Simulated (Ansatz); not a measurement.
Silicon tetrafluoride + HBr → `F[Si](F)(F)Br` + H–F at 298.15 K and 1 bar (ligand exchange at the Si–F bond).

Program: Ansatz. Geometries: PBE0-D4/def2-TZVP. ΔE: electronic, gas phase. CBS: MP2 limit from def2 TZ/QZ plus the TZ coupled-cluster correction, frozen cores. This one scheme is used for every species. For Br outer-core shells are correlated without core-valence functions, which leaves a few kJ/mol of doubt a bond. Scalar relativity is left out up to krypton.

```csv
species,CCSD(T)/CBS energy (Eh),H − E (kJ/mol),S (J/(mol·K))
`F[Si](F)(F)F`,-688.53452,48.7,283.6
HBr,-2573.91920,24.6,198.6
`F[Si](F)(F)Br`,-3162.03492,45.3,319.4
H–F,-100.39570,33.5,173.6
```

H − E and S are ideal-gas, rigid-rotor, harmonic terms from PBE0-D4/def2-TZVP. 1 Eh = 2625.50 kJ/mol, R = 8.31446 J/(mol·K).

**Question.** By hand: ΔE, ΔH, ΔS and ΔG.

**Answer.** ΔE = (-3162.03492) + (-100.39570) − (-688.53452) − (-2573.91920) = 0.02310 Eh = 60.6 kJ/mol. Δ(H − E) = 45.3 + 33.5 − 48.7 − 24.6 = 5.5, so ΔH = 66.1 kJ/mol. ΔS = 319.4 + 173.6 − 283.6 − 198.6 = 10.8 J/(mol·K). ΔG = 66.1 − 298.15 × (10.8)/1000 = 62.9 kJ/mol.

**Question.** By hand: the equilibrium constant, and the temperature at which ΔG would vanish if ΔH and ΔS stayed fixed.

**Answer.** log₁₀ K = −ΔG/(RT ln 10) = -11.0. ΔG = 0 at ΔH/ΔS = 6120 K, far beyond where these terms or the molecules hold.

The number of gas molecules stays the same, so ΔS is small and ΔH decides. A doubt of 5 kJ/mol in ΔE shifts log₁₀ K by 0.9 here. These are equilibria of isolated gas molecules and say nothing of rates. Largest T1 diagnostic: 0.011 (customary marks: 0.02 for closed shells, 0.045 for open ones).
